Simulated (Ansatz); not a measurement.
Reaction (silylene formation by 1,1-elimination): `F[SiH](Cl)S[SiH2]Cl` → `F[Si]Cl` + `S[SiH2]Cl`

Calculated with Ansatz (gas phase, PBE0-D4/def2-TZVP geometries, no zero-point term in ΔE). CBS: MP2 limit from def2 TZ/QZ plus the TZ coupled-cluster correction, frozen cores. This one scheme is used for every species. One conformer a species, not always the lowest.

`F[SiH](Cl)S[SiH2]Cl`:

Z-matrix (Å, degrees):
```
Si
Cl 1 2.031
S 1 2.114 2 112.7
F 1 1.589 2 107.1 3 -121.1
H 1 1.471 2 109.1 3 120.6
Si 3 2.137 1 101.3 2 -82.9
Cl 6 2.045 3 112.3 1 66.3
H 6 1.475 3 111.1 1 -54.6
H 6 1.477 3 104.1 1 -175.9
```

`F[Si]Cl`:

Z-matrix (Å, degrees):
```
Si
F 1 1.603
Cl 1 2.080 2 100.6
```

`S[SiH2]Cl`:

Cartesian coordinates in Å:
```
S 1.444 0.900 0.106
Si -0.274 -0.261 -0.337
Cl -2.020 0.627 0.280
H 1.366 0.693 1.432
H -0.214 -1.580 0.330
H -0.303 -0.379 -1.810
```

```
              species  CCSD(T)/CBS(def2) energy (Eh)
`F[SiH](Cl)S[SiH2]Cl`                    -1997.31425
            `F[Si]Cl`                     -848.72390
          `S[SiH2]Cl`                    -1148.50980
```

Work out ΔE.

ΔE = (-848.72390) + (-1148.50980) − (-1997.31425) = 0.08055 Eh = +211.5 kJ/mol.

Largest T1 diagnostic among the species: 0.014.

In def2-TZVPP, CCSD(T) changes the Hartree–Fock value by +6.7 kJ/mol (the triples alone add +2.7 kJ/mol) and MP2 by +27.7 kJ/mol. The D4 term adds +25.6 kJ/mol with B3LYP and +14.2 kJ/mol with PBE0; it sums over pairs of atoms, weighted by their polarisabilities, and B3LYP, whose exchange is more repulsive, gets the larger term. From PBE to PBE0 (25 % exact exchange), in def2-TZVPP and without D4, ΔE moves by +19.4 kJ/mol.

B3LYP here is the variant with VWN-RPA as its local correlation; programs differ in this.
